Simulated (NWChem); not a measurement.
Everything below was run with NWChem. System: OTe, charge 0, spin multiplicity 3, at a geometry optimised with UB3LYP/def2-SVP with def2 effective core potentials on Te. The structure started from a generated list of species. Its SCF solution wasn't tested for a lower state. Level: UB3LYP/def2-TZVP with def2 effective core potentials on Te, VWN1-RPA local correlation.

NWChem printed:

```
             Northwest Computational Chemistry Package (NWChem) 7.3.0
             --------------------------------------------------------

                                NWChem Input Module
                                -------------------

 Scaling coordinates for geometry "geometry" by  1.889725989
 (inverse scale =  0.529177249)

 Turning off AUTOSYM since
 SYMMETRY directive was detected!

                             Geometry "geometry" -> ""
                             -------------------------

 Output coordinates in angstroms (scale by  1.889725989 to convert to a.u.)

  No.       Tag          Charge          X              Y              Z
 ---- ---------------- ---------- -------------- -------------- --------------
    1 O                    8.0000     0.00000000     0.00000000     1.61816800
    2 Te                  52.0000     0.00000000     0.00000000    -0.24894900

 Effective nuclear repulsion energy (a.u.)     117.9024858024

            Nuclear Dipole moment (a.u.)
            ----------------------------
        X                 Y               Z
 ---------------- ---------------- ----------------
     0.0000000000     0.0000000000    -0.0000075589

      Symmetry information
      --------------------

 Group name             C2v
 Group number             16
 Group order               4
 No. of unique centers     2

      Symmetry unique atoms

     1    2


 Summary of "ao basis" -> "" (spherical)
 ------------------------------------------------------------------------------
       Tag                 Description            Shells   Functions and Types
 ---------------- ------------------------------  ------  ---------------------
 *                         def2-tzvp                  on all atoms

                                 NWChem DFT Module
                                 -----------------

 Summary of "ao basis" -> "ao basis" (spherical)
 ------------------------------------------------------------------------------
       Tag                 Description            Shells   Functions and Types
 ---------------- ------------------------------  ------  ---------------------
 O                         def2-tzvp                11       31   5s3p2d1f
 Te                        def2-tzvp                16       50   6s5p3d2f

 Summary of "ao basis" -> "ao basis" (spherical)
 ------------------------------------------------------------------------------
       Tag                 Description            Shells   Functions and Types
[...]
    47      0.436339  2 Te px                41     -0.350913  2 Te px
    50      0.310697  2 Te px                44      0.302613  2 Te px
     6     -0.297222  1 O  px                12     -0.263909  1 O  px
     9     -0.238259  1 O  px                66      0.079296  2 Te d  1
    56     -0.057642  2 Te d  1              38     -0.056258  2 Te px

 Vector   18  Occ=0.000000D+00  E=-4.689727D-02  Symmetry=a1
              MO Center= -3.5D-16, -1.0D-15, -1.6D-01, r^2= 3.9D+00
   Bfn.  Coefficient  Atom+Function         Bfn.  Coefficient  Atom+Function
  ----- ------------  ---------------      ----- ------------  ---------------
    52      0.704711  2 Te pz                 5     -0.384153  1 O  s
    37      0.329689  2 Te s                 49      0.321641  2 Te pz
    43     -0.249539  2 Te pz                 8      0.246289  1 O  pz
    14      0.232500  1 O  pz                46      0.224259  2 Te pz
    11      0.216485  1 O  pz                36      0.196895  2 Te s

   alpha - beta orbital overlaps
   -----------------------------

   alpha      1      2      3      4      5      6      7      8      9     10
    beta      1      2      3      4      5      6      7      8      9     10
 overlap   1.000  1.000  1.000  1.000  1.000  1.000  1.000  1.000  1.000  1.000

   alpha     11     12     13     14     15     16     17     18     19     20
    beta     11     12     13     14     15     16     17     18     19     20
 overlap   0.999  0.999  0.999  0.988  0.988  0.988  0.988  0.999  0.998  0.998

   alpha     21     22     23     24     25     26     27     28     29     30
    beta     21     22     23     24     25     26     27     28     29     30
 overlap   0.997  1.000  1.000  0.992  0.998  0.998  0.994  0.999  0.999  0.999

   alpha     31     32     33     34     35     36     37     38     39     40
    beta     31     32     33     34     35     36     37     38     39     40
 overlap   0.999  1.000  1.000  1.000  1.000  0.999  0.999  1.000  1.000  1.000

   alpha     41     42     43     44     45     46     47     48     49     50
    beta     41     43     44     42     45     46     47     48     50     49
 overlap   1.000  1.000  1.000  1.000  1.000  1.000  1.000  1.000  1.000  1.000

   alpha     51     52     53     54     55     56     57     58     59     60
    beta     51     53     52     58     54     55     56     57     59     60
 overlap   1.000  1.000  1.000  0.998  1.000  1.000  1.000  1.000  1.000  1.000

   alpha     61     62     63     64     65     66     67     68     69     70
    beta     61     62     63     66     67     64     65     69     68     70
 overlap   0.994  0.996  1.000  1.000  1.000  1.000  1.000  1.000  1.000  1.000

   alpha     71     72     73     74     75     76     77     78     79     80
    beta     71     72     74     73     75     76     77     78     79     80
 overlap   1.000  1.000  1.000  1.000  1.000  1.000  1.000  1.000  1.000  1.000

   alpha     81
    beta     81
 overlap   1.000

     --------------------------
     Expectation value of S2:
     --------------------------
      <S2> =      2.0103 (Exact =     2.0000)

 center of mass
 --------------
 x =   0.00000000 y =   0.00000000 z =  -0.08364039

 moments of inertia (a.u.)
 ------------------
         177.293986353439           0.000000000000           0.000000000000
           0.000000000000         177.293986353439           0.000000000000
           0.000000000000           0.000000000000           0.000000000000

     Multipole analysis of the density
     ---------------------------------

     L   x y z        total         alpha         beta         nuclear
     -   - - -        -----         -----         ----         -------
     0   0 0 0     -0.000000    -17.000000    -15.000000     32.000000

     1   1 0 0     -0.000000     -0.000000     -0.000000      0.000000
     1   0 1 0     -0.000000     -0.000000     -0.000000      0.000000
     1   0 0 1     -1.204386     -7.674343     -6.702507     13.172464

     2   2 0 0    -22.946325    -13.784598     -9.161727      0.000000
     2   1 1 0     -0.000000     -0.000000     -0.000000      0.000000
     2   1 0 1      0.000000      0.000000     -0.000000      0.000000
     2   0 2 0    -22.946325    -13.784598     -9.161727      0.000000
     2   0 1 1     -0.000000      0.000000     -0.000000      0.000000
     2   0 0 2    -25.472715    -57.586287    -48.003813     80.117385

 Task  times  cpu:        2.0s     wall:        2.0s

 Total times  cpu:        2.0s     wall:        2.0s
```

Task: Write an NWChem input that would produce this output.

Result: One answer among several that fit: 
```
start mol
memory heap 200 mb stack 900 mb global 1100 mb
geometry units angstroms nocenter noautoz
  O      0.000000     0.000000     1.618168
  Te     0.000000     0.000000    -0.248949
  symmetry group C2v
end
basis spherical
  * library def2-tzvp
end
ecp
  Te library def2-ecp
end
dft
  xc b3lyp
  odft
  mult 3
  semidirect memsize 60000000 filesize 0
  iterations 100
end
task dft energy
```
